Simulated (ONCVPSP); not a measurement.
# Before and after: ONCV potential for Al

aluminium (Al), optimised norm-conserving Vanderbilt (ONCV), made with ONCVPSP 4.0.1 (BLYP, scalar-relativistic). Core [Ne], reference 3s2 3p1. Waves: 3s: rc 1.80 bohr, ncon 3, nbas 6, qcut 4.1 1/bohr, 1 projector; 3p: rc 2.75 bohr, ncon 3, nbas 7, qcut 2.8 1/bohr, 2 projectors, debl 0.4 Ha; d scattering state at 0.08 Ha: rc 2.95 bohr, ncon 4, nbas 9, qcut 3.1 1/bohr, 1 projector. Local part: polynomial inside 1.35 bohr (lpopt 5, dvloc0 3 Ha). Core correction: Teter function fitted to the true core (icmod 2), fcfact 0.3.

Change: functional PBEsol.

Cutoffs: the cutoffs (Ha) at which the residual kinetic energy of the hardest occupied pseudo-wave falls to 1 and 0.1 mHa per electron; they do not see the model core or the augmentation charge, which bear on the density cutoff. Errors are all-electron minus pseudo energies relative to the spin-unpolarised reference configuration.

Q: What does the change do?

A: The potential gets neither clearly harder nor softer (6.0 Ha and 7.8 Ha → 5.9 Ha and 7.6 Ha); of the 4 tests that both files solve, the error grows in 0 and shrinks in 3 by more than 15 % and 0.3 meV (median size 6.2 → 2.8 meV); neither file shows a bound ghost.

```csv
quantity,base,changed
"cutoff, loose",6.0 Ha,5.9 Ha
"cutoff, tight",7.8 Ha,7.6 Ha
loose cutoff by channel,"s 6.0 Ha, p 2.1 Ha","s 5.9 Ha, p 2.1 Ha"
bound ghosts,none,none
GHOST(+) flags under 300 eV,none,none
"error for 3s2 3p0, meV [ΔE 5.63 → 5.74 eV]",+1.6,+0.4
"error for 3s1 3p0, meV [ΔE 24.84 → 24.91 eV]",+37,+19
"error for 3s2 3p0.5, meV [ΔE 2.01 → 2.07 eV]",+0.2,0.0
"error for 3s1 3p1, meV [ΔE 11.47 → 11.53 eV]",+11,+5.3
s: phases at 1.83 bohr within 0.05 rad from the reference energy up to (Ha; the scan ends near 5),1.2,1.3
p: phases at 2.79 bohr within 0.05 rad from the reference energy up to (Ha; the scan ends near 5),1.5,1.5
d: phases at 3.00 bohr within 0.05 rad from the reference energy up to (Ha; the scan ends near 5),1.1,1.1
"rms error of d²Exc/dni dnj with the model core, mHa",1.31,0.35
```
